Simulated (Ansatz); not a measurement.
CH4BISi can be A, `I[SiH]1BC1`, or B, `IB1C[SiH2]1`.

Gas-phase electronic energies from Ansatz, PBE0-D4/def2-TZVP geometries. CCSD(T)/CBS is the MP2 limit (def2-TZVPP, def2-QZVPP) plus CCSD(T) − MP2 in def2-TZVPP, frozen cores. DFT in def2-TZVPP. B3LYP here is the variant with VWN-RPA as its local correlation; programs differ in this. Elements past krypton have def2 core potentials. For I outer-core shells are correlated without core-valence functions, which leaves a few kJ/mol of doubt a bond.

A:

Z-matrix (Å, degrees):
```
Si
B 1 1.891
C 1 2.042 2 44.1
I 1 2.432 2 123.4 3 -110.0
H 1 1.478 2 128.4 3 63.7
H 2 1.185 1 138.0 3 135.8
H 3 1.095 1 83.1 2 135.5
H 3 1.089 1 142.4 2 -110.0
```

B:

```xyz
8

I     1.5268   -1.7942    1.9852
B     0.2199   -0.6307    0.8365
C     0.1966    0.8185    0.4252
Si   -0.5337   -0.4234   -0.9164
H    -0.7465    1.3630    0.5363
H     1.0524    1.4872    0.4813
H    -1.9174    0.0104   -1.2099
H     0.2018   -0.8308   -2.1382
```

Which isomer does CCSD(T)/CBS put lower? Give the gap. (Estimate.)

The calculation gave: A, by 5.8 kcal/mol.

Give E(B) − E(A) in kcal/mol with B3LYP, CCSD(T)/def2-SVP, BLYP-D4, PBE-D4, r2SCAN-D4, B2PLYP, B3LYP-D4. (Estimate.)

Ansatz gave: B3LYP 6.1, CCSD(T)/def2-SVP 2.0, BLYP-D4 6.0, PBE-D4 6.1, r2SCAN-D4 6.1, B2PLYP 5.6, B3LYP-D4 5.9. None reverses the order clearly.

Does the order hold for the free energy at 298.15 K (harmonic terms from PBE0-D4)? (Best estimate.)

Ansatz gave: Yes: G(B) − G(A) = +4.9 kcal/mol.

Largest T1 diagnostic: 0.013.

Leaving LDA and LC-ωPBE aside and taking each functional with its dispersion term where it has one, the values, not all of them listed here, spread over 1.6 kcal/mol, from B97M-V to ωB97M-V. At CCSD(T), def2-SVP lies −3.8 kcal/mol from the extrapolated value and def2-TZVPP −1.4 kcal/mol.
